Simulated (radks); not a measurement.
Question: These are the eigenvalues of the occupied orbitals of an atom or ion with whole-number occupations (eV). Method: scalar-relativistic Kohn-Sham, PBE, spin-unpolarised, spherical densities, point nucleus; computed with a radial shooting solver on a logarithmic mesh with Libxc functionals.

1s: -72510.56
2s: -17471.02
2p: -16245.16

Which element is it, and in what charge state? The configuration may be excited.

Answer: Z = 72, hafnium, charge +66: Hf66+ in [He] 2s2 2p2. The list shows which subshells hold electrons but not how many an open one holds; the 1s level, -2664.7 hartree, gives Z - s = 73.0 by -(Z - s)^2/2, which with screening and relativity narrows Z to a few neighbours, and the depths of the outer levels then fix element, charge and occupations together.
